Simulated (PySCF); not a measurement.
Simulation results for B$_{2}$H$_{3}$NO, B$_{2}$H$_{6}$N$_{2}$, CH$_{7}$BN$_{2}$

All values are calculated (PySCF 2.14.0). Calculation on a computer-drawn molecule: optimised geometry and harmonic frequencies of an isolated molecule of the commonest isotopes, restricted reference for singlets and unrestricted otherwise, frozen core in MP2.

Common to all runs: charge 0; multiplicity 1; basis cc-pVDZ.

```json
{"entry": 1, "formula": "B2H3NO", "start_structure": {"atoms_angstrom": [["N", 0.0443, -0.3556, -0.9939], ["B", -1.2495, -0.026, -1.043], ["B", -1.7033, 1.462, -1.5498], ["O", -2.0919, 2.5073, -1.9717], ["H", 0.4777, -1.2206, -0.777], ["H", 0.7827, 0.2016, -1.3512], ["H", -1.9809, -0.8738, -0.647]]}, "given": {"method": "HF", "drawn_bonds_atom": [1, 2, 3, 1, 1, 2], "drawn_bonds_other_atom": [2, 3, 4, 5, 6, 7], "drawn_bonds_order": [1, 1, 2, 1, 1, 1]}, "results": {"optimised_atom_element": ["N", "B", "B", "O", "H", "H", "H"], "optimised_atom_x [angstrom]": [0.1132, -1.231, -1.753, -2.113, 0.4536, 0.8342, -2.025], "optimised_atom_y [angstrom]": [-0.378, -0.05732, 1.475, 2.543, -1.264, 0.2388, -0.8617], "optimised_atom_z [angstrom]": [-1.042, -1.032, -1.578, -1.958, -0.73, -1.355, -0.6378], "modes_frequency [cm^-1]": [192.2, 325.5, 530.5, 654.8, 690.8, 706.1, 979.6, 985.7, 1224, 1435, 1767, 2144, 2725, 3810, 3912], "modes_reduced_mass [dalton]": [4.274, 2.749, 6.058, 1.242, 1.792, 3.511, 1.229, 1.176, 1.51, 3.42, 1.234, 12.21, 1.097, 1.051, 1.099], "rotational_constants [GHz]": [43.87, 3.754, 3.458], "total_energy [hartree]": -180.5357, "convergence_status_largest_gradient_component [hartree/bohr]": 2.917e-05}}
{"entry": 2, "formula": "B2H3NO", "start_structure": {"atoms_angstrom": [["N", 0.1132, -0.378, -1.0424], ["B", -1.2307, -0.0573, -1.0322], ["B", -1.7533, 1.4749, -1.5777], ["O", -2.1127, 2.5426, -1.9584], ["H", 0.4536, -1.2643, -0.73], ["H", 0.8342, 0.2388, -1.3553], ["H", -2.0251, -0.8617, -0.6378]]}, "given": {"method": "MP2", "drawn_bonds_atom": [1, 2, 3, 1, 1, 2], "drawn_bonds_other_atom": [2, 3, 4, 5, 6, 7], "drawn_bonds_order": [1, 1, 2, 1, 1, 1]}, "results": {"optimised_atom_element": ["N", "B", "B", "O", "H", "H", "H"], "optimised_atom_x [angstrom]": [0.113, -1.242, -1.753, -2.114, 0.4586, 0.8422, -2.025], "optimised_atom_y [angstrom]": [-0.3786, -0.05616, 1.469, 2.569, -1.279, 0.2502, -0.8795], "optimised_atom_z [angstrom]": [-1.042, -1.031, -1.575, -1.969, -0.7251, -1.361, -0.631], "modes_frequency [cm^-1]": [178.4, 299.6, 494.0, 637.0, 664.1, 688.8, 927.6, 944.8, 1160, 1384, 1638, 1939, 2677, 3621, 3737], "modes_reduced_mass [dalton]": [4.32, 2.86, 5.692, 1.247, 1.889, 3.401, 1.201, 1.159, 1.47, 3.199, 1.296, 12.15, 1.097, 1.051, 1.099], "rotational_constants [GHz]": [42.81, 3.713, 3.417], "total_energy [hartree]": -181.0493, "convergence_status_largest_gradient_component [hartree/bohr]": 2.215e-05}}
{"entry": 3, "formula": "B2H6N2", "start_structure": {"atoms_angstrom": [["N", -0.7073, -0.2443, 2.2697], ["B", 0.4395, -0.3021, 1.4534], ["B", 0.2298, -0.4742, -0.2091], ["N", 0.1991, 0.6115, -1.14], ["H", -1.6645, -0.3134, 1.9439], ["H", -0.6763, -0.1262, 3.2768], ["H", 1.4006, -0.1927, 2.019], ["H", 0.2412, -1.5397, -0.7054], ["H", 0.1924, 1.5608, -0.7369], ["H", 0.1834, 0.5353, -2.0951]]}, "given": {"method": "HF", "drawn_bonds_atom": [1, 2, 3, 1, 1, 2, 3, 4, 4], "drawn_bonds_other_atom": [2, 3, 4, 5, 6, 7, 8, 9, 10], "drawn_bonds_order": [1, 1, 1, 1, 1, 1, 1, 1, 1]}, "results": {"optimised_atom_element": ["N", "B", "B", "N", "H", "H", "H", "H", "H", "H"], "optimised_atom_x [angstrom]": [-0.7292, 0.4021, 0.3415, 0.1194, -1.655, -0.6956, 1.452, 0.5051, -0.01722, 0.1141], "optimised_atom_y [angstrom]": [-0.1539, -0.3551, -0.4831, 0.6082, -0.0727, -0.1095, -0.4489, -1.549, 1.542, 0.5368], "optimised_atom_z [angstrom]": [2.274, 1.479, -0.2359, -1.079, 1.907, 3.271, 2.074, -0.7874, -0.7511, -2.076], "modes_frequency [cm^-1]": [60.0, 226.4, 297.2, 580.7, 585.0, 647.3, 647.8, 756.0, 931.7, 940.8, 1013, 1018, 1212, 1222, 1354, 1470, 1759, 1763, 2607, 2626, 3807, 3808, 3906, 3906], "modes_reduced_mass [dalton]": [2.275, 1.96, 1.64, 1.224, 1.212, 1.843, 1.647, 2.01, 1.087, 1.062, 1.348, 1.311, 1.482, 1.707, 3.315, 3.342, 1.194, 1.219, 1.09, 1.095, 1.051, 1.05, 1.098, 1.098], "rotational_constants [GHz]": [21.73, 3.872, 3.552], "total_energy [hartree]": -161.8403, "convergence_status_largest_gradient_component [hartree/bohr]": 6.594e-06}}
{"entry": 4, "formula": "CH7BN2", "start_structure": {"atoms_angstrom": [["N", 0.9578, 1.3047, 1.6996], ["B", 0.8326, 2.0044, 0.4083], ["C", 0.5977, 1.0067, -0.8826], ["N", 0.1456, -0.3533, -0.4668], ["H", 0.7684, 0.3453, 1.7872], ["H", 1.087, 1.8119, 2.5634], ["H", 1.0103, 3.1159, 0.3113], ["H", -0.0775, 1.5186, -1.5542], ["H", 1.5345, 0.9051, -1.3948], ["H", -0.7258, -0.2206, 0.0007], ["H", 0.0184, -0.9068, -1.3366]]}, "given": {"method": "HF", "drawn_bonds_atom": [1, 2, 3, 1, 1, 2, 3, 3, 4, 4], "drawn_bonds_other_atom": [2, 3, 4, 5, 6, 7, 8, 9, 10, 11], "drawn_bonds_order": [1, 1, 1, 1, 1, 1, 1, 1, 1, 1]}, "results": {"optimised_atom_element": ["N", "B", "C", "N", "H", "H", "H", "H", "H", "H", "H"], "optimised_atom_x [angstrom]": [0.9119, 0.8646, 0.5706, 0.1298, 0.8043, 1.126, 1.065, -0.1109, 1.521, -0.8058, 0.07222], "optimised_atom_y [angstrom]": [1.352, 1.919, 1.015, -0.3376, 0.3654, 1.861, 3.101, 1.537, 0.9373, -0.3039, -0.9141], "optimised_atom_z [angstrom]": [1.702, 0.4352, -0.8388, -0.4905, 1.828, 2.532, 0.312, -1.528, -1.384, -0.1197, -1.313], "modes_frequency [cm^-1]": [185.1, 235.8, 292.5, 533.7, 574.6, 626.8, 824.1, 850.9, 960.6, 988.7, 1066, 1137, 1210, 1228, 1403, 1431, 1515, 1573, 1737, 1790, 2662, 3106, 3161, 3707, 3778, 3809, 3924], "modes_reduced_mass [dalton]": [1.72, 3.272, 1.083, 1.207, 2.104, 1.292, 2.237, 1.25, 1.257, 1.214, 1.472, 2.007, 1.376, 1.607, 1.269, 2.009, 1.829, 1.099, 1.279, 1.088, 1.097, 1.072, 1.088, 1.052, 1.092, 1.051, 1.099], "rotational_constants [GHz]": [15.34, 5.367, 4.148], "total_energy [hartree]": -175.5772, "convergence_status_largest_gradient_component [hartree/bohr]": 2.17e-05}}
```
